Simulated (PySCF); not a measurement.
Record of a relaxation.

CH₈B₂N₂.
Numbering: `[BH2:1][N:2]([CH3:3])[BH:4][NH2:5]` (hydrogens: H6, H7 on B1; H8, H9, H10 on C3; H11 on B4; H12, H13 on N5)

Method: PBE0-D3(BJ)/def2-SVP geometry optimisation, gas phase (PySCF); density fitting, grid level 1; the optimiser is geomeTRIC in internal coordinates, started from a GFN2-xTB structure with every atom displaced at random (about 0.01 Å). The frame can shift and turn from step to step; on so coarse a grid that alone can change the energy by a few meV, and forces under 0.02 eV/Å are noise.

Step 0: E = -5491.8538 eV, largest atomic force 2.357 eV/Å
```
atom  x, y, z in Å  |  force x, y, z in eV/Å
B1     -1.181    1.447    0.259   -0.767   1.235   0.076
N2     -0.376    0.361    0.073    1.338  -1.397  -0.323
C3     -0.939   -0.982    0.172    1.243   0.655   1.086
B4      1.073    0.493   -0.216   -2.114  -0.982   0.349
N5      1.846   -0.634   -0.397   -0.547   0.025   0.129
H6     -2.344    1.318    0.491   -0.472  -0.171   0.125
H7     -0.745    2.548    0.169    0.321   0.499  -0.018
H8     -0.407   -1.530    0.976   -0.245  -0.084  -0.084
H9     -0.786   -1.522   -0.737    0.022  -0.670  -1.078
H10    -1.986   -0.939    0.412   -0.752   0.006   0.123
H11     1.513    1.549   -0.290    0.724   1.453  -0.122
H12     1.533   -1.577   -0.331   -0.292  -0.632   0.044
H13     2.803   -0.550   -0.591    1.541   0.063  -0.307
```

Step 1: E = -5492.0425 eV, largest atomic force 0.373 eV/Å
```
atom  x, y, z in Å  |  force x, y, z in eV/Å
B1     -1.862    1.205    0.576    0.135  -0.182  -0.014
N2     -1.039    0.075    0.372   -0.182   0.288   0.032
C3     -1.579   -1.265    0.481   -0.169  -0.203  -0.263
B4      0.366    0.234    0.045    0.190   0.230   0.025
N5      1.198   -0.872   -0.158    0.215  -0.104  -0.043
H6     -3.033    1.046    0.837   -0.044  -0.025   0.012
H7     -1.389    2.310    0.493    0.035   0.033  -0.022
H8     -1.086   -1.840    1.279    0.054  -0.024   0.088
H9     -1.446   -1.832   -0.465   -0.055   0.123   0.191
H10    -2.657   -1.231    0.706    0.133   0.001  -0.034
H11     0.835    1.351   -0.044   -0.090  -0.186  -0.001
H12     0.891   -1.834   -0.088    0.040   0.043  -0.015
H13     2.185   -0.774   -0.371   -0.261   0.004   0.044
```

Step 2: E = -5492.0470 eV, largest atomic force 0.082 eV/Å
```
atom  x, y, z in Å  |  force x, y, z in eV/Å
B1     -1.859    1.206    0.577    0.015  -0.059  -0.012
N2     -1.042    0.076    0.375   -0.012   0.069  -0.002
C3     -1.587   -1.265    0.481   -0.001  -0.077  -0.025
B4      0.367    0.230    0.053    0.019   0.039  -0.010
N5      1.201   -0.874   -0.159    0.027  -0.042   0.009
H6     -3.032    1.046    0.838   -0.006   0.009   0.007
H7     -1.382    2.311    0.485    0.007   0.001   0.001
H8     -1.093   -1.839    1.284   -0.001   0.012  -0.004
H9     -1.458   -1.830   -0.460   -0.001   0.033   0.025
H10    -2.661   -1.227    0.705    0.007   0.009   0.006
H11     0.832    1.341   -0.038   -0.012  -0.036   0.005
H12     0.915   -1.842   -0.099   -0.038   0.018   0.004
H13     2.181   -0.760   -0.377   -0.004   0.024  -0.003
```

Step 3: E = -5492.0469 eV, largest atomic force 0.092 eV/Å
```
atom  x, y, z in Å  |  force x, y, z in eV/Å
B1     -1.860    1.204    0.577   -0.012   0.006   0.004
N2     -1.040    0.080    0.373   -0.017   0.036   0.000
C3     -1.577   -1.266    0.477    0.015   0.010   0.036
B4      0.369    0.238    0.052   -0.030  -0.086  -0.004
N5      1.190   -0.876   -0.155    0.020   0.022   0.007
H6     -3.033    1.047    0.842    0.009  -0.005  -0.001
H7     -1.383    2.310    0.485   -0.003   0.001   0.001
H8     -1.077   -1.837    1.279   -0.011   0.009  -0.013
H9     -1.446   -1.825   -0.464    0.003  -0.009  -0.027
H10    -2.650   -1.234    0.704   -0.020   0.005   0.011
H11     0.838    1.345   -0.040    0.004   0.013   0.002
H12     0.882   -1.837   -0.091    0.004   0.000  -0.005
H13     2.169   -0.777   -0.376    0.037  -0.002  -0.010
```

Step 4: E = -5492.0475 eV, largest atomic force 0.029 eV/Å
```
atom  x, y, z in Å  |  force x, y, z in eV/Å
B1     -1.860    1.204    0.577    0.000   0.016   0.002
N2     -1.041    0.078    0.374    0.002   0.002  -0.004
C3     -1.582   -1.265    0.479    0.011  -0.003   0.018
B4      0.369    0.233    0.052   -0.005  -0.019  -0.007
N5      1.197   -0.875   -0.157   -0.023   0.004   0.016
H6     -3.032    1.048    0.842    0.007  -0.005  -0.001
H7     -1.381    2.309    0.485   -0.003   0.001   0.001
H8     -1.085   -1.838    1.281   -0.004   0.002  -0.006
H9     -1.454   -1.826   -0.462    0.001  -0.007  -0.016
H10    -2.655   -1.229    0.706   -0.009   0.001   0.007
H11     0.835    1.341   -0.040    0.005   0.016   0.001
H12     0.896   -1.838   -0.094    0.009  -0.009  -0.006
H13     2.177   -0.769   -0.377    0.010   0.000  -0.004
```

Step 5: E = -5492.0475 eV, largest atomic force 0.021 eV/Å
```
atom  x, y, z in Å  |  force x, y, z in eV/Å
B1     -1.858    1.206    0.578   -0.005  -0.019   0.000
N2     -1.041    0.078    0.373    0.006   0.015  -0.005
C3     -1.584   -1.264    0.479   -0.006  -0.008  -0.010
B4      0.368    0.232    0.051   -0.002  -0.003   0.004
N5      1.197   -0.877   -0.157    0.021  -0.005   0.002
H6     -3.030    1.045    0.843   -0.005   0.010   0.003
H7     -1.382    2.312    0.486    0.002  -0.002   0.000
H8     -1.086   -1.838    1.279    0.004   0.000   0.001
H9     -1.458   -1.825   -0.463   -0.003   0.007   0.007
H10    -2.657   -1.227    0.709    0.005   0.001   0.001
H11     0.835    1.340   -0.041   -0.001  -0.006  -0.001
H12     0.901   -1.842   -0.096   -0.011   0.007  -0.001
H13     2.177   -0.768   -0.376   -0.005   0.003  -0.002
```

Problem. Summarise the path.

Solution. The energy falls by 4.47 kcal/mol from step 0 to step 5; nine tenths of that is first reached at step 1. It never rises by more than 0.2 meV. The largest force goes from 2.357 to 0.021 eV/Å. Among the bonds B4–H11 changes most, from 1.146 to 1.207 Å; the atoms move by 0.038 Å rms after alignment.

What follows is the cost of the whole optimisation. Time: 32 s wall; peak memory 0.46 GiB. Hardware: one thread, Arm Neoverse N1 (aarch64), no GPU, shared host.
